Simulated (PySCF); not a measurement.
## C₆ coefficients of unlike pairs at PBE

Calculated with PySCF 2.14 from the dipole response of each species, C₆(A,B) = (3/π) ∫ α_A(iu) α_B(iu) du, in atomic units, from isotropic polarisabilities. For ions this is the dispersion term alone; charge-induced terms of lower order in 1/R come first.

```
species            configuration                                                                            basis     relativity  α (bohr³)  C₆ (like pair)
    Cr+            [Ar] 3d5 (6S)                                                         def2-TZVPPD (6s6p4d2f1g)           none      11.60           32.72
    Rb+                [Kr] (1S)                                                         aug-cc-pVDZ-X2C (7s6p4d)  spin-free X2C      6.953           27.01
     B+            [He] 2s2 (1S)                                                             dyall-av2z (11s7p2d)           none      10.69           29.11
     Au  [Xe] 4f14 5d10 6s1 (2S)  x2c-TZVPPall with one added diffuse shell each of s, p, d, f type (12s8p8d4f1g)  spin-free X2C      35.53           328.8
```

Estimate C₆ for B+ with Rb+.

The integral gives 26.25. The combination rule 2 C_A C_B / (C_A α_B/α_A + C_B α_A/α_B) gives 26.01 and the geometric mean 28.04.

No spin-orbit coupling is included.

The other pairs:

| pair | C₆ |
| --- | --- |
| Au, B+ | 96.67 |
| Au, Cr+ | 102.7 |
| Rb+, Cr+ | 28.43 |
| B+, Cr+ | 29.61 |
| Au, Rb+ | 91.09 |
